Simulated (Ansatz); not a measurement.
`[F][Zr]([F])([Cl])[Cl]` + HCl → `[F][Zr]([Cl])([Cl])[Cl]` + H–F at 500 K and 1 bar (ligand exchange at a Zr–F bond).

Program: Ansatz. Geometries: PBE0-D4/def2-TZVP. ΔE: electronic, gas phase. CBS: MP2 limit from def2 TZ/QZ plus the TZ coupled-cluster correction, frozen cores. This one scheme is used for every species. def2 core potentials past Kr. For Zr outer-core shells are correlated without core-valence functions, which leaves a few kJ/mol of doubt a bond.

```tsv
species	CCSD(T)/CBS energy (Eh)	H − E (kJ/mol)	S (J/(mol·K))
`[F][Zr]([F])([Cl])[Cl]`	-1166.45079	57.9	410.6
HCl	-460.38127	32.5	201.9
`[F][Zr]([Cl])([Cl])[Cl]`	-1526.43176	57.0	419.9
H–F	-100.39570	39.4	188.7
```

H − E and S are ideal-gas, rigid-rotor, harmonic terms from PBE0-D4/def2-TZVP. 1 Eh = 2625.50 kJ/mol, R = 8.31446 J/(mol·K).

**Question.** By hand: ΔE, ΔH, ΔS and ΔG.

**Answer.** ΔE = (-1526.43176) + (-100.39570) − (-1166.45079) − (-460.38127) = 0.00460 Eh = 12.1 kJ/mol. Δ(H − E) = 57.0 + 39.4 − 57.9 − 32.5 = 6.0, so ΔH = 18.1 kJ/mol. ΔS = 419.9 + 188.7 − 410.6 − 201.9 = -3.9 J/(mol·K). ΔG = 18.1 − 500 × (-3.9)/1000 = 20.1 kJ/mol.

**Question.** By hand: the equilibrium constant, and the temperature at which ΔG would vanish if ΔH and ΔS stayed fixed.

**Answer.** log₁₀ K = −ΔG/(RT ln 10) = -2.1. ΔH and −TΔS have one sign here, so there is no such temperature.

The number of gas molecules stays the same, so ΔS is small and ΔH decides. A doubt of 5 kJ/mol in ΔE shifts log₁₀ K by 0.5 here. These are equilibria of isolated gas molecules and say nothing of rates. Largest T1 diagnostic: 0.017 (customary marks: 0.02 for closed shells, 0.045 for open ones).

ΔS is within the doubt of such terms, so its sign, and with it that verdict, could turn.
